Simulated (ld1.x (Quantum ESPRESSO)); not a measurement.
## boron (B), ultrasoft: configuration errors across variants

boron, ultrasoft, made with ld1.x (Quantum ESPRESSO) 7.5 (PBEsol, non-relativistic). Core [He], reference 2s2 2p0 (charge +1). Waves: 2s (bound): rcut 1.20, rcutus 1.60 bohr; 2s channel at 0.9 Ry: rcut 1.20, rcutus 1.60 bohr; 2p (bound, empty): rcut 3.25, rcutus 3.65 bohr; 2p channel at 0.1 Ry: rcut 3.25, rcutus 3.65 bohr. Local part: all-electron potential smoothed inside 3.05 bohr (lloc = -1). Core correction: a·sin(br)/r model core inside 1.45 bohr. Augmentation charge: built from norm-conserving waves at rcut, not smoothed further.

All-electron excitation energies from the reference (eV): (1) 2s2 2p1 -8.142; (2) 2s1 2p0 25.254; (3) 2s2 2p0.5 -5.285; (4) 2s0 2p3 3.502; (5) 2s1 2p1 6.117; (6) 2s1 2p2 -2.329; (7) 2s2 2p1.3 -8.867.

The overlap operator is not positive definite (basis up to 400 Ry) in “base”, “core correction a·sin(br)/r model core inside 0.94 bohr”. Such files are unfit for use, however small their errors in these radial tests.

1 further variants failed, have other tests or too few solved ones, and are left out.

A true bound ghost makes a file unfit for plane-wave use even where its test errors are small: the radial tests pick states by their node count and pass the ghost by.

Errors AE − PS in meV (a dash: test not solved or not reliable):

```csv
change,(1),(2),(3),(4),(5),(6),(7),bound ghosts
base,-16,+23,+22,-6.5,-10,-15,-92,not determined (overlap not positive)
"augmentation PSQ, radius 1.25 bohr",+13,+21,+5.3,+38,+5.6,+24,+18,none
local potential all-electron potential smoothed inside 4.06 bohr (lloc = -1),-79,+23,+15,-163,-10,-129,-233,p
core correction a·sin(br)/r model core inside 0.94 bohr,-20,+9.5,+21,-27,-15,-25,-97,not determined (overlap not positive)
"all radii but the core radius scaled by about 1.30 (s 2.08, p 4.76 bohr, rcut 1.56/4.22); local potential all-electron potential smoothed inside 3.96 bohr (lloc = -1)",+132,+20,+75,+364,-30,+254,+75,p
```

(1) Give the same row for: local potential all-electron potential smoothed inside 3.10 bohr (lloc = -2).

Results:

(1) -99, +25, +12, -210, -9.7, -165, -268; bound ghosts: p.
